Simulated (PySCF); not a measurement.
pyrrole (C4H5N), singlet, geometry from GFN2-xTB. Base run: HF/STO-3G in PySCF.

Input for PySCF:
```python
from pyscf import gto, scf

mol = gto.M(
    atom='''
H     0.02331855   -0.00569419    2.12133513
N     0.01225989   -0.00299376    1.11530690
C    -0.00104268    1.10746771    0.33287593
C     0.00829435   -1.10923850    0.32682311
C    -0.01369937    0.70723215   -0.97433836
C    -0.00776355   -0.70199109   -0.97818631
H    -0.00054049    2.09153871    0.75876769
H     0.01709616   -2.09558146    0.74733455
H    -0.02586159    1.34596924   -1.83515419
H    -0.01456440   -1.33609757   -1.84247771
''',
    basis='sto-3g',
    verbose=4,
)

mf = scf.RHF(mol)
mf.kernel()
```

Variants of this job, named by their change:

```json
[
 {"change": "base", "ΔE vs base (mEh)": "0.000", "SCF cycles": "9"},
 {"change": "level_shift = 0.1 (with mf.max_cycle = 100)", "ΔE vs base (mEh)": "0.000", "SCF cycles": "10"},
 {"change": "init_guess = sap", "ΔE vs base (mEh)": "0.000", "SCF cycles": "9"},
 {"change": "level_shift = 1.0 (with mf.max_cycle = 100)", "ΔE vs base (mEh)": "0.000", "SCF cycles": "18"},
 {"change": "solver = newton", "ΔE vs base (mEh)": "0.000", "SCF cycles": "-"},
 {"change": "diis = off; damp = 0.3 (with mf.diis_start_cycle = 200; with mf.max_cycle = 150)", "ΔE vs base (mEh)": "0.000", "SCF cycles": "18"},
 {"change": "DIIS = ADIIS", "ΔE vs base (mEh)": "0.000", "SCF cycles": "15"},
 {"change": "init_guess = mod_huckel", "ΔE vs base (mEh)": "0.000", "SCF cycles": "11"},
 {"change": "damp = 0.5; diis_start_cycle = 5", "ΔE vs base (mEh)": "0.000", "SCF cycles": "11"},
 {"change": "diis = off (with mf.max_cycle = 100)", "ΔE vs base (mEh)": "0.000", "SCF cycles": "16"},
 {"change": "conv_tol = 1e-7", "ΔE vs base (mEh)": "0.000", "SCF cycles": "8"},
 {"change": "conv_tol = 1e-11", "ΔE vs base (mEh)": "0.000", "SCF cycles": "11"},
 {"change": "solver = newton; init_guess = 1e", "ΔE vs base (mEh)": "0.000", "SCF cycles": "-"}
]
```
